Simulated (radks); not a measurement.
Fractional charge and spin in the 5d shell of thallium: the spin-up occupation runs from 4 to 5 and the spin-down occupation from 4 to 5; the fullest corner is Tl2+, [Xe] 4f14 6s(up 0.5, down 0.5) 5d(up 5, down 5). Method: scalar-relativistic Kohn-Sham, r2SCAN, spin-polarised, spherical densities, finite nucleus; meta-GGA in the generalised Kohn-Sham scheme; Fermi nuclear charge, rms radius of each element as measured or else 0.836 A^(1/3) + 0.57 fm; computed with a radial shooting solver on a logarithmic mesh with Libxc functionals. Energy (eV) minus the two flat planes that join the four corners (they meet along the diagonal where the two added fractions sum to one electron); zero is where a piecewise linear energy would lie.

down \ up       4     4.5       5
4           0.000  -1.858   0.000
4.5        -1.858   0.238  -1.733
5           0.000  -1.733   0.000

Corners above the fullest one (they belong to Tl3+ and the next ion): (up 5, down 4) 40.495 eV, (up 4, down 5) 40.495 eV, (up 4, down 4) 96.317 eV. With half an added electron in each spin the energy lies 0.238 eV from the planes, and with half an added electron in spin up alone -1.858 eV. The planes are only a guide here: the flat-plane condition holds for ground states with one frontier orbital, while this shell lies below other occupied shells, so the corners above the fullest one are inner-hole states and not the ground states of those ions.
